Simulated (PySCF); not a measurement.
**Computed properties of Si(OMe)(SiH3) (CH6OSi2), SMILES CO[Si][SiH3]**

Si(OMe)(SiH3) (CH6OSi2), SMILES CO[Si][SiH3] (connectivity only; charge and spin as stated), neutral, multiplicity 1. Geometry: B3LYP-D3(BJ)/def2-SVP. The structure was generated by enumeration; whether it is a known compound was not checked. One conformer was computed; it need not be the lowest. All values are computed for the isolated molecule unless a solvent is named; none is compared with measurement here.

**Structure.** The optimised structure has Cs symmetry. All 24 harmonic modes at B3LYP-D3(BJ)/def2-SVP (PySCF) are real, so it is a minimum. With heavy atoms numbered as in [Si:1]([O:2][CH3:3])[SiH3:7], the shortest bond between them is O2–C3 at 1.415 Å and the longest Si1–Si7 at 2.434 Å.

**Vibrations.** The strongest infrared lines (harmonic, unscaled, degenerate partners summed) lie at 863 cm⁻¹ (273 km/mol, H 89 %, Si 10 %), 1117 cm⁻¹ (236 km/mol, O 48 %, C 37 %, H 13 %), 2190 cm⁻¹ (132 km/mol, H 96 %). The softest mode is at 63 cm⁻¹ and the zero-point energy is 41.7 kcal/mol.

**Electronic structure.** B3LYP/def2-TZVP (PySCF) places the frontier levels at -5.85 and -2.58 eV, a gap of 3.27 eV, and gives a dipole moment of 1.89 D and a mean polarisability of 81.8 bohr³. PBE/def2-TZVP (PySCF) at the same geometry gives -5.04 and -3.22 eV, so its gap is 1.45 eV narrower. An orbital gap is neither the optical nor the fundamental gap.

**Excitations.** TDDFT-M06-2X/def2-SVPD (PySCF) has S1 at 2.08 eV (595 nm, f = 0.004, weak); the most intense of the 10 singlets computed lies at 6.05 eV (f = 0.43). T1 (TDA) is at 1.41 eV. TDDFT-PBE/def2-SVPD (PySCF) puts S1 at 2.20 eV.

**NMR.** GIAO shifts at PBE0/pcSseg-1 (PySCF) (non-relativistic, atoms alike by connectivity averaged): ¹³C at 69.0 ppm against TMS; ¹H from 3.5 to 5.2 ppm against TMS; ²⁹Si from -107.7 to 669.1 ppm against TMS.

**Solvation.** SMD-PBE0/6-31G* (PySCF) gives -0.2 kcal/mol in water, -3.0 kcal/mol in methanol, -2.6 kcal/mol in acetonitrile (1 M in both phases, gas-phase geometry).
